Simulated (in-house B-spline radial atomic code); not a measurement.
Values are calculated unless marked as measured or tabulated.
# Softness against transferability: the 3s channel of K

K, [Ar] 4s1, non-relativistic PBE, spherical and spin-unpolarised, from an all-electron radial atomic-structure program (B-spline basis) (atomic units). The all-electron 3s level is ε = -1.287683 hartree, its outermost node lies just inside 0.50 bohr and its outer maximum at 1.08 bohr.

Troullier-Martins pseudo-orbitals are made for several radii. The cutoffs (hartree) are the plane-wave energies beyond which the orbital holds less than the named kinetic energy per electron. The phase error is the difference, pseudo minus all-electron, of arctan(R P'/P) at R = 1.81 bohr for all radii, half a hartree below and above the level.

| r_c (bohr) | V_l(0) (hartree) | cutoff for 10 mEh | for 1 mEh | for 0.1 mEh | phase error at ε − 0.5 (mrad) | at ε + 0.5 (mrad) |
| --- | --- | --- | --- | --- | --- | --- |
| 0.81 | -16.90 | 53.7 | 140 | 274 | -4.0 | -1.6 |
| 0.94 | -0.02 | 31.4 | 73 | 133 | -2.3 | -0.9 |
| 1.08 | 4.48 | 16.8 | 42.7 | 75.9 | -1.7 | -0.6 |
| 1.22 | 3.33 | 16.1 | 40.5 | 72.5 | -2.2 | -0.8 |
| 1.36 | 1.50 | 14.4 | 35.3 | 61.4 | -3.8 | -1.4 |
| 1.51 | 0.04 | 12.1 | 29.2 | 47.2 | -7.6 | -2.7 |

Problem. Which radius needs the lowest cutoff for 0.1 mEh while both phase errors stay within 3.9 mrad?

Solution. The radii within that limit are 0.94, 1.08, 1.22, 1.36 bohr; of these r_c = 1.36 needs the least, 61.4 hartree, that is 123 Ry or 1671 eV.

Problem. What does the larger radius buy, and what does it cost?

Solution. From r_c = 0.81 to 1.51 bohr the cutoff for 1 mEh goes from 140 to 29.2 hartree, a factor of 4.79, against 3.48 for a pure 1/r_c² scaling, end to end; step by step it is 140, 73, 42.7, 40.5, 35.3, 29.2, and for 0.1 mEh 274, 133, 75.9, 72.5, 61.4, 47.2; the number of plane waves goes as the cutoff to the power 3/2, here a factor of 10.5. The larger of the two phase errors is least at r_c = 1.08 bohr, 1.7 mrad; it is 4.0 at the smallest radius and 7.6 at the largest. These errors test the reference atom alone. The smallest radius lies well inside the outer maximum, where the nodeless form must bend sharply to keep the norm, so it is both harder and scatters less well than the next. Large radii also let the cores of neighbours overlap, which an atom doesn't show.
